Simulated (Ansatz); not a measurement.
`[NH2][Ta]([OH])(=[S])[Cl]` and `[NH2][Ta]([NH2])(=[S])[Cl]` differ in one atom or group.

Ansatz, PBE0-D4/def2-TZVP geometries, multiplicity 1. Each molecule was computed in one conformer, which needn't be the lowest.

Elements past krypton have def2 core potentials.

```tsv
property	`[NH2][Ta]([OH])(=[S])[Cl]`
size of the dipole moment (ωB97M-V/def2-TZVPP) / D	3.48
size of the dipole moment (PBE/def2-TZVPP) / D	3.40
HOMO–LUMO gap (ωB97M-V/def2-TZVPP) / eV	10.14
LUMO energy (B3LYP/def2-TZVPP) / eV	-1.81
HOMO energy (PBE0/def2-TZVPP) / eV	-7.61
ideal-gas entropy at 298 K and 1 bar (rigid rotor, harmonic PBE0-D4/def2-TZVP) / J/(mol·K)	379
```

Task: Give the same properties after the change, and the shifts. (Best estimate.)

Result: The calculation gave: 
| property | `[NH2][Ta]([NH2])(=[S])[Cl]` | shift |
| --- | --- | --- |
| size of the dipole moment (ωB97M-V/def2-TZVPP) / D | 4.51 | 1.03 |
| size of the dipole moment (PBE/def2-TZVPP) / D | 4.38 | 0.98 |
| HOMO–LUMO gap (ωB97M-V/def2-TZVPP) / eV | 10.20 | 0.06 |
| LUMO energy (B3LYP/def2-TZVPP) / eV | -1.64 | 0.17 |
| HOMO energy (PBE0/def2-TZVPP) / eV | -7.49 | 0.12 |
| ideal-gas entropy at 298 K and 1 bar (rigid rotor, harmonic PBE0-D4/def2-TZVP) / J/(mol·K) | 385 | 6 |

With PBE0 the HOMO rises by 0.12 eV and the LUMO rises by 0.17 eV, so the gap widens by about 0.05 eV. PBE moves the HOMO by 0.11 eV and ωB97M-V by 0.10 eV. The zero-point energy changes by 31.2 kJ/mol with +3 modes. Dipoles are sizes alone; their direction can turn.

B3LYP here is the variant with VWN-RPA as its local correlation; programs differ in this.
